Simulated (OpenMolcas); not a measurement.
Ta4+ (d1) in a complex was computed by CASSCF with the d shell active (OpenMolcas, ANO-RCC-VTZP on the metal). Its lowest spin-free states, and all those of the highest spin:

```csv
2S+1,Degeneracy,E (cm-1)
2,2,0.0
2,3,8276
```

Q: Is the site octahedral, tetrahedral or cube-like, axial, or of lower symmetry?

A: The states with 2S+1 = 2 have orbital degeneracies 2, 3. Threefold states need a cubic site. For d1 at this spin an octahedron puts the threefold T2 below the twofold E and a tetrahedron or cube puts the twofold E below the threefold T2, so the site is a tetrahedron or a cube, which this pattern cannot tell apart. The first gap at this spin, 8280 cm-1, is |10Dq| in ligand-field theory. The run had Ta4+ with 4 ligands (bromide) in tetrahedral coordination (Td) at 2.46 Å. Ligand basis ANO-RCC-VDZP.

An orbital doublet at a regular site is open to a Jahn-Teller distortion, which this geometry leaves out. The least metal-like active orbital is 69 % on the metal (Löwdin) and no ligand orbital is active, so the numbers are rough. With metal d orbitals alone the field can be off either way by tens of per cent. Ligand-to-metal charge-transfer states are missing. No measured value stands beside these numbers; the geometry was imposed, not optimised, and the real ion may take another.
